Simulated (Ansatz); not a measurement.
Input file for Ansatz (a first-principles code): U-B2PLYP/def2-TZVPP on ZrO+, 2S+1 = 2, a spin state set in the input, which need not be the lowest, a point of a bond scan (R = 1.686 Å). Charge +1. Elements past Kr take the def2 small-core potentials; no spin–orbit coupling.

Ansatz 0.2 input:
```yaml
crystal:
  periodic: [false, false, false]
  atoms:
    - {symbol: Zr, position_ang: [0.00000000, 0.00000000, 0.00000000]}
    - {symbol: O, position_ang: [0.00000000, 0.00000000, 1.68612600]}
basis:
  gaussian:
    orbitals: def2-TZVPP
    pivot_positions_ang: [[0.00000000, 0.00000000, 0.00000000], [0.00000000, 0.00000000, 1.68612600]]
hamiltonian:
  xc: {name: B2PLYP}
total_charge: 1
magnetization: {spin_polarized: true, initial_magnetization: 1}
correlation: {electrons: valence}
output: {orbitals: {seedname: ./end}}
```

The head of its log:

```
WARN ansatz: RAYON_NUM_THREADS=1 ignored (pool sized by the plan → 1); use --threads N
Functional definition: B2PLYP
integrals: 0.04 GiB planned
622 factors; integrals over basis functions are off by at most 3.5e-4 eV
mean field: 0.29 GiB planned
mean field evaluation 1: about -3282.0552 eV, gradient 8.9e1 eV
mean field evaluation 2: about -3282.2305 eV, gradient 8.9e1 eV
mean field evaluation 4: about -3308.7701 eV, gradient 2.2e1 eV
mean field evaluation 8: about -3311.8425 eV, gradient 6.1e-1 eV
mean field evaluation 16: about -3311.8488 eV, gradient 1.9e-2 eV
mean field evaluation 32: about -3312.2596 eV, gradient 1.0e0 eV
mean field -3312.37282008 eV, -121.7274559310 hartree, gradient 1.9e-6 eV, S^2 0.756777; 2 other end points of the search recorded, 0 dependent functions left out
1 core orbitals not correlated
reference -3312.37294672 eV, -121.7274605848 hartree; 9, 8 occupied and 77, 78 virtual orbitals, 622 factors
```

Q: Give the final energy of this run.

A: -121.9099 hartree.
